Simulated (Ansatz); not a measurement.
The molecule CoSn, multiplicity 4 (an upper state: multiplicity 2 came lower at PBE0/def2-TZVPP). No spin–orbit coupling. Co is treated without relativity.

Constants: fifth-degree fit in 1/R to seven points, most abundant isotopes. In def2 and cc sets the state is the lowest found near the PBE0 minimum, followed along R.

The values were computed with Ansatz (a program for electronic structure) with Gaussian orbitals. Values without a source in brackets are computed. In def2 rows elements past Kr take small-core potentials, without spin–orbit coupling.

**Question.** What bond length and harmonic frequency does PBE/def2-TZVPP give?

**Answer.** r_e = 2.467 Å, ω_e = 222 cm⁻¹.

**Question.** What bond length and harmonic frequency does PBE0/def2-TZVPP give?

**Answer.** r_e = 2.512 Å, ω_e = 214 cm⁻¹.

**Question.** What bond length and harmonic frequency does wB97X-V/def2-TZVPP give?

**Answer.** r_e = 2.514 Å, ω_e = 215 cm⁻¹.
